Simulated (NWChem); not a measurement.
The numbers come from NWChem runs, not from measurements. System: C₃H₃, charge 1, spin multiplicity 1, at the geometry of a parent with another charge or spin, in a state set for the comparison that need not be this species' ground state. Level: RHF/def2-TZVP.

Input file:

```
start mol
memory heap 200 mb stack 900 mb global 1100 mb
charge 1
geometry units angstroms nocenter noautoz
  C      0.000000     0.000000    -1.355208
  C      0.000000     0.000000    -0.110741
  C      0.000000     0.000000     1.261963
  H      0.000000     0.000000    -2.436012
  H     -0.944078     0.000000     1.829963
  H      0.944078     0.000000     1.829963
  symmetry group C2v
end
basis spherical
  * library def2-tzvp
end
scf
  rhf
  nopen 0
  maxiter 100
  thresh 1e-7
  semidirect memsize 60000000 filesize 0
end
task scf energy
```

Part of the output:

```
             Northwest Computational Chemistry Package (NWChem) 7.3.0
             --------------------------------------------------------

                                NWChem Input Module
                                -------------------

 Scaling coordinates for geometry "geometry" by  1.889725989
 (inverse scale =  0.529177249)

 Turning off AUTOSYM since
 SYMMETRY directive was detected!

                             Geometry "geometry" -> ""
                             -------------------------

 Output coordinates in angstroms (scale by  1.889725989 to convert to a.u.)

  No.       Tag          Charge          X              Y              Z
 ---- ---------------- ---------- -------------- -------------- --------------
    1 C                    6.0000     0.00000000     0.00000000    -1.35520800
    2 C                    6.0000     0.00000000     0.00000000    -0.11074100
    3 C                    6.0000     0.00000000     0.00000000     1.26196300
    4 H                    1.0000     0.00000000     0.00000000    -2.43601200
    5 H                    1.0000    -0.94407800     0.00000000     1.82996300
    6 H                    1.0000     0.94407800     0.00000000     1.82996300

 Effective nuclear repulsion energy (a.u.)      52.7666873448

            Nuclear Dipole moment (a.u.)
            ----------------------------
        X                 Y               Z
 ---------------- ---------------- ----------------
     0.0000000000     0.0000000000    -0.0000037795

      Symmetry information
      --------------------

 Group name             C2v
 Group number             16
 Group order               4
 No. of unique centers     5

      Symmetry unique atoms

     1    2    3    4    5


 Summary of "ao basis" -> "" (spherical)
 ------------------------------------------------------------------------------
       Tag                 Description            Shells   Functions and Types
 ---------------- ------------------------------  ------  ---------------------
 *                         def2-tzvp                  on all atoms

 Summary of "ao basis" -> "ao basis" (spherical)
 ------------------------------------------------------------------------------
       Tag                 Description            Shells   Functions and Types
 ---------------- ------------------------------  ------  ---------------------
 C                         def2-tzvp                11       31   5s3p2d1f
 H                         def2-tzvp                 4        6   3s1p

                                 NWChem SCF Module
                                 -----------------

  ao basis        = "ao basis"
  functions       =   111
  atoms           =     6
  closed shells   =    10
  open shells     =     0
  charge          =   1.00
  wavefunction    = RHF
  use symmetry    = T
  symmetry adapt  = T

 Summary of "ao basis" -> "ao basis" (spherical)
 ------------------------------------------------------------------------------
       Tag                 Description            Shells   Functions and Types
 ---------------- ------------------------------  ------  ---------------------
 C                         def2-tzvp                11       31   5s3p2d1f
 H                         def2-tzvp                 4        6   3s1p

      Symmetry analysis of basis
      --------------------------

        a1         51
        a2         10
        b1         27
        b2         23

 Forming initial guess at       0.0s

      Superposition of Atomic Density Guess
      -------------------------------------

 Sum of atomic energies:        -114.51341220

 Renormalizing density from      21.00 to     20

      Non-variational initial energy
      ------------------------------

 Total energy =    -111.883489
 1-e energy   =    -244.217732
 2-e energy   =      79.567555
 HOMO         =      -0.683484
 LUMO         =      -0.525310

      Symmetry analysis of molecular orbitals - initial
      -------------------------------------------------

  Numbering of irreducible representations:

     1 a1          2 a2          3 b1          4 b2

  Orbital symmetries:

     1 a1          2 a1          3 a1          4 a1          5 a1
     6 a1          7 a1          8 b1          9 b2         10 b1
    11 b2         12 b1         13 b2         14 a1         15 a1
    16 a1         17 b1         18 a1         19 a1         20 b2

 Starting SCF solution at       0.7s

 ----------------------------------------------
         Quadratically convergent ROHF

 Convergence threshold     :          1.000E-07
 Maximum no. of iterations :          100
 Final Fock-matrix accuracy:          1.000E-09
 ----------------------------------------------

              iter       energy          gnorm     gmax       time
             ----- ------------------- --------- --------- --------
                 1     -114.8897079129  1.24D+00  3.42D-01      0.8
                 2     -114.9770361765  3.29D-01  9.96D-02      0.9
                 3     -114.9880510321  1.89D-02  9.48D-03      1.0
                 4     -114.9881954807  3.64D-04  1.48D-04      1.2
                 5     -114.9881955016  5.19D-08  1.75D-08      1.5

       Final RHF  results
       ------------------

         Total SCF energy =   -114.988195501636
      One-electron energy =   -252.656791825069
      Two-electron energy =     84.901908978605
 Nuclear repulsion energy =     52.766687344828

        Time for solution =      0.8s

       Symmetry analysis of molecular orbitals - final
       -----------------------------------------------

  Numbering of irreducible representations:

     1 a1          2 a2          3 b1          4 b2

  Orbital symmetries:

     1 a1          2 a1          3 a1          4 a1          5 a1
     6 a1          7 a1          8 b1          9 b2         10 b1
    11 b2         12 b1         13 a1         14 b2         15 a1
    16 b1         17 a1         18 a1         19 a1         20 b1

             Final eigenvalues
             -----------------

              1
    1  -11.6048
    2  -11.5644
    3  -11.5158
    4   -1.3421
    5   -1.2195
    6   -0.9974
    7   -0.9340
    8   -0.8979
    9   -0.6876
   10   -0.6630
   11   -0.2503
   12   -0.0782
   13   -0.0333
   14   -0.0082
   15   -0.0077
   16    0.0300
   17    0.0374
   18    0.0782
   19    0.0997
   20    0.1313

                       ROHF Final Molecular Orbital Analysis
                       -------------------------------------

 Vector    8  Occ=2.000000D+00  E=-8.979019D-01  Symmetry=b1
              MO Center= -6.6D-16, -2.0D-32,  1.4D+00, r^2= 1.3D+00
   Bfn.  Coefficient  Atom+Function         Bfn.  Coefficient  Atom+Function
  ----- ------------  ---------------      ----- ------------  ---------------
    68      0.338967  3 C  px                71      0.283415  3 C  px
   101     -0.188037  5 H  s                107      0.188037  6 H  s

 Vector    9  Occ=2.000000D+00  E=-6.875694D-01  Symmetry=b2
              MO Center= -7.8D-16,  2.9D-16, -9.5D-02, r^2= 1.6D+00
   Bfn.  Coefficient  Atom+Function         Bfn.  Coefficient  Atom+Function
  ----- ------------  ---------------      ----- ------------  ---------------
    38      0.310589  2 C  py                41      0.305970  2 C  py
     7      0.186341  1 C  py                72      0.178854  3 C  py
    10      0.172952  1 C  py                69      0.172877  3 C  py

 Vector   10  Occ=2.000000D+00  E=-6.629936D-01  Symmetry=b1
              MO Center=  2.2D-16, -1.4D-30, -6.7D-01, r^2= 1.7D+00
   Bfn.  Coefficient  Atom+Function         Bfn.  Coefficient  Atom+Function
  ----- ------------  ---------------      ----- ------------  ---------------
     6      0.320920  1 C  px                 9      0.299355  1 C  px
    37      0.257777  2 C  px                40      0.252837  2 C  px

 Vector   11  Occ=0.000000D+00  E=-2.503204D-01  Symmetry=b2
              MO Center= -1.6D-16, -9.1D-17,  1.9D-01, r^2= 3.1D+00
   Bfn.  Coefficient  Atom+Function         Bfn.  Coefficient  Atom+Function
  ----- ------------  ---------------      ----- ------------  ---------------
    75      0.348075  3 C  py                72      0.303338  3 C  py
    69      0.291436  3 C  py                 7     -0.252595  1 C  py
    13     -0.251912  1 C  py                10     -0.243336  1 C  py

 Vector   12  Occ=0.000000D+00  E=-7.817824D-02  Symmetry=b1
              MO Center=  9.9D-15, -1.2D-16, -2.9D-01, r^2= 3.7D+00
   Bfn.  Coefficient  Atom+Function         Bfn.  Coefficient  Atom+Function
  ----- ------------  ---------------      ----- ------------  ---------------
    12      0.684207  1 C  px                43     -0.642177  2 C  px
   102     -0.618899  5 H  s                108      0.618899  6 H  s
    37     -0.269482  2 C  px                74     -0.263565  3 C  px
     6      0.246143  1 C  px                40     -0.241491  2 C  px
     9      0.210475  1 C  px

 Vector   13  Occ=0.000000D+00  E=-3.334792D-02  Symmetry=a1
              MO Center= -1.1D-15,  1.8D-17,  1.6D+00, r^2= 5.2D+00
   Bfn.  Coefficient  Atom+Function         Bfn.  Coefficient  Atom+Function
  ----- ------------  ---------------      ----- ------------  ---------------
     5      3.894679  1 C  s                 36     -3.873675  2 C  s
    45      2.797081  2 C  pz                14      2.168998  1 C  pz
   102     -1.536742  5 H  s                108     -1.536742  6 H  s
    66      1.051909  3 C  s                 76      0.909309  3 C  pz
    96      0.712095  4 H  s                 35     -0.536671  2 C  s

 center of mass
 --------------
 x =   0.00000000 y =   0.00000000 z =  -0.05880490

 moments of inertia (a.u.)
 ------------------
         192.800238426562           0.000000000000           0.000000000000
           0.000000000000         199.215709469353           0.000000000000
           0.000000000000           0.000000000000           6.415471042792

  Mulliken analysis of the total density
  --------------------------------------

    Atom       Charge   Shell Charges
 -----------   ------   -------------------------------------------------------
    1 C    6     5.82   0.86  1.12  0.55  0.56  0.11  1.12  1.22  0.24  0.02  0.01  0.01
    2 C    6     6.04   0.86  1.12  0.49  0.73  0.05  1.24  1.27  0.19  0.02  0.06  0.01
    3 C    6     5.97   0.86  1.12  0.54  0.64  0.19  1.13  1.17  0.26  0.02  0.05  0.00
    4 H    1     0.70   0.24  0.41  0.03  0.03
    5 H    1     0.73   0.25  0.43  0.03  0.02
    6 H    1     0.73   0.25  0.43  0.03  0.02

       Multipole analysis of the density wrt the origin
       ------------------------------------------------

     L   x y z        total         open         nuclear
     -   - - -        -----         ----         -------
     0   0 0 0      1.000000      0.000000     21.000000

     1   1 0 0      0.000000      0.000000      0.000000
     1   0 1 0     -0.000000      0.000000      0.000000
     1   0 0 1      0.313420      0.000000     -0.000004

     2   2 0 0    -11.563835      0.000000      6.365660
     2   1 1 0     -0.000000      0.000000      0.000000
     2   1 0 1     -0.000000      0.000000      0.000000
     2   0 2 0    -12.258419      0.000000      0.000000
     2   0 1 1      0.000000      0.000000      0.000000
     2   0 0 2      1.465072      0.000000    118.845381

 Task  times  cpu:        1.5s     wall:        1.5s

 Total times  cpu:        1.5s     wall:        1.5s
```
